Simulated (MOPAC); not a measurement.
Job for MOPAC: AM1 on AlH4NO2 (SMILES [NH2][Al]([OH])[OH]), a point of a torsion scan.

```
AM1 1SCF PRECISE CHARGE=0 THREADS=1
AlH4NO2

N      1.55302406 1    -0.14597195 1     0.05237051 1
Al     0.04247013 1    -0.54366270 1    -0.82957522 1
O     -0.08769555 1    -0.43166971 1    -2.47522175 1
O     -1.21570145 1    -1.14347688 1     0.06168043 1
H      1.96000398 1     0.77641814 1    -0.00340654 1
H      1.57705515 1    -0.42829341 1     1.02277528 1
H      0.31088804 1    -0.23377685 1    -3.30880080 1
H     -2.09057659 1    -1.50273396 1     0.09076778 1
```

The log:

```
*******************************************************************************
 **                                                                           **
 **                              MOPAC v23.2.5                                **
 **                                                                           **
 *******************************************************************************
 ** MOPAC's Digital Object Identifier: https://doi.org/10.5281/zenodo.6511958 **
 **                                                                           **
 ** Please cite the open-source release paper for use of this MOPAC version:  **
 ** J. E. Moussa and J. J. P. Stewart (2026)                                  **
 ** MOPAC: An open-source semiempirical molecular orbital program             **
 ** J. Open Source Softw., 11(119), 8025, https://doi.org/10.21105/joss.08025 **
 *******************************************************************************

                              AM1 CALCULATION RESULTS

 *******************************************************************************
 *  AM1        - The AM1 Hamiltonian to be used
 *
 *
 *
 *                 CHARGE ON SYSTEM = 0
 *
 *
 *
 *  PRECISE    - TIGHTER CRITERIA TO BE USED
 *  1SCF       - DO 1 SCF AND THEN STOP
 *  THREADS=1  - MULTI-THREADING NOT USED
 *  T=         - A TIME OF 172800.0 SECONDS REQUESTED
 *  DUMP=N     - RESTART FILE WRITTEN EVERY 7200.0 SECONDS REQUESTED
 *******************************************************************************
AM1 1SCF PRECISE CHARGE=0 THREADS=1
 AlH4NO2

   ATOM   CHEMICAL          X               Y               Z
  NUMBER   SYMBOL      (ANGSTROMS)     (ANGSTROMS)     (ANGSTROMS)

     1       N          1.55302406  *  -0.14597195  *   0.05237051  *
     2      Al          0.04247013  *  -0.54366270  *  -0.82957522  *
     3       O         -0.08769555  *  -0.43166971  *  -2.47522175  *
     4       O         -1.21570145  *  -1.14347688  *   0.06168043  *
     5       H          1.96000398  *   0.77641814  *  -0.00340654  *
     6       H          1.57705515  *  -0.42829341  *   1.02277528  *
     7       H          0.31088804  *  -0.23377685  *  -3.30880080  *
     8       H         -2.09057659  *  -1.50273396  *   0.09076778  *



          CARTESIAN COORDINATES

    NO.       ATOM           X           Y           Z

     1         N          1.5530     -0.1460      0.0524
     2        Al          0.0425     -0.5437     -0.8296
     3         O         -0.0877     -0.4317     -2.4752
     4         O         -1.2157     -1.1435      0.0617
     5         H          1.9600      0.7764     -0.0034
     6         H          1.5771     -0.4283      1.0228
     7         H          0.3109     -0.2338     -3.3088
     8         H         -2.0906     -1.5027      0.0908

  H: (AM1): M.J.S. DEWAR ET AL, J. AM. CHEM. SOC. 107 3902-3909 (1985)
  N: (AM1): M.J.S. DEWAR ET AL, J. AM. CHEM. SOC. 107 3902-3909 (1985)
  O: (AM1): M.J.S. DEWAR ET AL, J. AM. CHEM. SOC. 107 3902-3909 (1985)
 Al: (AM1): M. J. S. Dewar, A. J. Holder, Organometallics, 9, 508-511 (1990).

           Empirical Formula: H4 N O2 Al  =     8 atoms



      MOLECULAR POINT GROUP   :   C1


      RHF CALCULATION, NO. OF DOUBLY OCCUPIED LEVELS = 12


 -------------------------------------------------------------------------------
 AM1 1SCF PRECISE CHARGE=0 THREADS=1
 AlH4NO2



     1SCF WAS SPECIFIED, SO BFGS WAS NOT USED
     SCF FIELD WAS ACHIEVED


                              AM1 CALCULATION
                                                       MOPAC v23.2.5 Linux




          FINAL HEAT OF FORMATION =       -130.96126 KCAL/MOL =    -547.94193 KJ/MOL


          COSMO AREA              =        105.04 SQUARE ANGSTROMS
          COSMO VOLUME            =         88.76 CUBIC ANGSTROMS

          IONIZATION POTENTIAL    =          9.631174 EV
          HOMO LUMO ENERGIES (EV) =         -9.631  0.763
          NO. OF FILLED LEVELS    =         12
          MOLECULAR WEIGHT        =         77.0186         POINT GROUP:  C1

          MOLECULAR DIMENSIONS (Angstroms)

            Atom       Atom       Distance
            H     8    H     5     4.64872
            H     7    H     6     4.42232
            H     8    H     6     0.66822


          SCF CALCULATIONS        =          1





   ATOM   CHEMICAL          X               Y               Z
  NUMBER   SYMBOL      (ANGSTROMS)     (ANGSTROMS)     (ANGSTROMS)

     1       N          1.55302406  *  -0.14597195  *   0.05237051  *
     2      Al          0.04247013  *  -0.54366270  *  -0.82957522  *
     3       O         -0.08769555  *  -0.43166971  *  -2.47522175  *
     4       O         -1.21570145  *  -1.14347688  *   0.06168043  *
     5       H          1.96000398  *   0.77641814  *  -0.00340654  *
     6       H          1.57705515  *  -0.42829341  *   1.02277528  *
     7       H          0.31088804  *  -0.23377685  *  -3.30880080  *
     8       H         -2.09057659  *  -1.50273396  *   0.09076778  *

                             CARTESIAN COORDINATES

   1    N        1.553024060    -0.145971950     0.052370510
   2   Al        0.042470130    -0.543662700    -0.829575220
   3    O       -0.087695550    -0.431669710    -2.475221750
   4    O       -1.215701450    -1.143476880     0.061680430
   5    H        1.960003980     0.776418140    -0.003406540
   6    H        1.577055150    -0.428293410     1.022775280
   7    H        0.310888040    -0.233776850    -3.308800800
   8    H       -2.090576590    -1.502733960     0.090767780


           Empirical Formula: H4 N O2 Al  =     8 atoms



      MOLECULAR POINT GROUP   :   C1


                  EIGENVALUES
 -35.00915 -34.89751 -31.21747 -18.27078 -17.52266 -15.36185 -14.30898 -12.85613
 -12.01643 -11.57346 -11.34498  -9.63117   0.76308   1.44251   2.77582   3.45590
   5.80616   6.50223   7.15459   7.29603


              NET ATOMIC CHARGES AND DIPOLE CONTRIBUTIONS

  ATOM NO.   TYPE          CHARGE      No. of ELECS.   s-Pop       p-Pop
    1          N          -0.550416        5.5504     1.56011     3.99031
    2         Al           0.972839        2.0272     0.72515     1.30201
    3          O          -0.650404        6.6504     1.77474     4.87566
    4          O          -0.630935        6.6309     1.77709     4.85385
    5          H           0.157112        0.8429     0.84289
    6          H           0.152618        0.8474     0.84738
    7          H           0.275441        0.7246     0.72456
    8          H           0.273745        0.7263     0.72626
 DIPOLE           X         Y         Z       TOTAL
 POINT-CHG.     0.348     0.646     0.020     0.734
 HYBRID        -0.630     0.256    -0.216     0.713
 SUM           -0.282     0.902    -0.196     0.965


          ATOMIC ORBITAL ELECTRON POPULATIONS

     Atom    s        px        py        pz
    1  N   1.56011   1.46094   1.30115   1.22822
    2 Al   0.72515   0.47756   0.38728   0.43717
    3  O   1.77474   1.75620   1.83654   1.28293
    4  O   1.77709   1.33049   1.76660   1.75676
    5  H   0.84289
    6  H   0.84738
    7  H   0.72456
    8  H   0.72626

 **********************
 *                    *
 * JOB ENDED NORMALLY *
 *                    *
 **********************




 == MOPAC DONE ==
```

The run finished.

Cost: very roughly 0.03 core-seconds.
